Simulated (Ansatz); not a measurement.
Consider the homolysis of the C–Te bond: `C[Te]B(O)O` → `[CH3]`• + `OB(O)[Te]`•.

Isolated molecules relaxed with PBE0-D4/def2-TZVP in Ansatz; ΔE leaves out vibrations. CCSD(T)/CBS is the MP2 limit (def2-TZVPP, def2-QZVPP) plus CCSD(T) − MP2 in def2-TZVPP, frozen cores. This one scheme is used for every species. Functionals use def2-TZVPP. B3LYP here is the variant with VWN-RPA as its local correlation; programs differ in this. Open shells (•) are unrestricted, without spin–orbit coupling. Elements past krypton have def2 core potentials. For Te outer-core shells are correlated without core-valence functions, which leaves a few kJ/mol of doubt a bond. One conformer a species, not always the lowest.

```csv
level,ΔE (kJ/mol)
PBE0-D4,257.0
B3LYP-D4,247.4
revPBE,236.6
SCS-MP2/def2-TZVPP,263.3
```

(1) What does CCSD(T)/CBS give? (An estimate is asked.)

Largest T1 diagnostic among the species: 0.012.

Answers

(1) The calculation gave: +272.7 kJ/mol. The listed levels differ from it by -15.7, -25.3, -36.1, -9.4 kJ/mol.

In def2-TZVPP, CCSD(T) changes the Hartree–Fock value by +129.8 kJ/mol (the triples alone add +14.4 kJ/mol) and MP2 by +147.0 kJ/mol; breaking electron pairs costs correlation energy, which Hartree–Fock lacks. At CCSD(T), def2-SVP lies −41.4 kJ/mol from the extrapolated value and def2-TZVPP −16.7 kJ/mol: correlation converges slowly with the basis, and small sets miss more of it in the bonded molecule than in its fragments.
